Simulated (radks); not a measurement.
Problem. Species: Au3+. Configuration: [Xe] 4f14 5d7.5 6p0.5 (fractional occupations, a model configuration). Calculated with a radial shooting solver on a logarithmic mesh with Libxc functionals: scalar-relativistic Kohn-Sham, PBE, spin-unpolarised, spherical densities, finite nucleus; Fermi nuclear charge, rms radius 5.4371 fm. Some entries of the table are withheld. Estimate them.

orbital,occ.,eigenvalue (eV),<1/r> (bohr^-1)
1s,2,-80781.10,95.70
2s,2,-14286.72,(1)
2p,6,-12360.48,19.97
3s,2,-3402.360,(2)
3p,6,(3),7.593
3d,10,-2245.053,7.145
4s,2,-769.4102,3.566
4p,6,-586.0142,3.221
4d,10,(4),2.887
5s,2,-147.3609,(5)
4f,14,-120.6746,2.464
5p,6,-98.3216,1.252
5d,7.5,-42.8078,(6)
6p,0.5,-24.6166,0.4580

Solution. 
(1) 2s <1/r> (bohr^-1): 22.44
(2) 3s <1/r> (bohr^-1): 8.321
(3) 3p eigenvalue (eV): -2843.325
(4) 4d eigenvalue (eV): -365.4949
(5) 5s <1/r> (bohr^-1): 1.466
(6) 5d <1/r> (bohr^-1): 0.9176
